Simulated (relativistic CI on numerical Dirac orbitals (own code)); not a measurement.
One change at a time: Tl LXXX

Base calculation: Dirac-Coulomb-Breit CI, KLI orbitals optimised for each configuration, a model potential for QED, unscaled Slater integrals.

Configuration list: 1s2, 1s.2s, 1s.2p, 1s.3s, 1s.3p, 1s.3d, 1s.4s, 1s.4p, 1s.4d, 1s.4f, 1s.5s, 1s.5p, 1s.5d, 1s.5f, 1s.5g, 1s.6s, 1s.6p, 1s.6d, 2s2. Levels of other configurations are missing.

Variants: (1) configuration mixing switched off; (2) Breit term removed. Shifts of the energy above 1s2 1S_0, in eV, for the lowest level and the first level of each name with at least 55 % of one term (blank where a level changes its place among those of its configuration and J or its character, or is not in the variant):

| Level | Base | Δ(1) | Δ(2) |
| --- | --- | --- | --- |
| 1s2 1S_0 | 0.0 | 0.0 | 0.0 |
| 1s.2s 3S_1 | 71972.6 | -0.7 | +214.6 |
| 1s.2p 3P°_1 | 72102.2 | -0.7 | +212.3 |
| 1s.2s 1S_0 | 72159.0 | -0.2 | +168.9 |
| 1s.2p 3P°_0 | 72163.4 | -0.5 | +125.9 |
| 1s.2p 3P°_2 | 74488.1 | -0.7 | +209.7 |
| 1s.2p 1P°_1 | 74543.8 | -0.6 | +198.7 |
| 1s.3s 3S_1 | 86058.6 | -0.7 | +214.4 |
| 1s.3p 3P°_1 | 86092.6 | -0.7 | +213.7 |
| 1s.3s 1S_0 | 86108.2 | -1.1 | +201.4 |
| 1s.3p 3P°_0 | 86108.5 | -0.8 | +191.4 |
| 1s.3p 3P°_2 | 86803.6 | -0.7 | +213.2 |
| 1s.3d 3D_2 | 86813.1 | -0.7 | +216.3 |
| 1s.3d 3D_1 | 86818.7 | -0.7 | +210.4 |
| 1s.3p 1P°_1 | 86820.6 | -0.8 | +209.4 |
| 1s.3d 3D_3 | 87008.7 | -0.7 | +215.6 |
| 1s.3d 1D_2 | 87012.5 | -0.7 | +212.3 |
| 1s.4s 3S_1 | 90868.8 | -0.7 | +214.4 |
| 1s.4p 3P°_1 | 90882.4 | -0.7 | +214.1 |
| 1s.4p 3P°_0 | 90888.7 | -0.8 | +205.2 |
| 1s.4s 1S_0 | 90888.7 | -1.0 | +209.0 |
| 1s.4p 3P°_2 | 91179.6 | -0.7 | +213.9 |

At this charge energies of transitions that change n are usually good to better than 1 %, and those within a shell (Δn = 0) to a few per cent.

Ionisation energy from the two ground configurations alone: base 96778 eV; Breit term removed 96992.8 eV. The NIST ASD value (theoretical) is 96783.2 eV.

LS names give the leading component of a level, which can be under half, so a name can repeat, a term be missing and a line seem to break the LS rules.
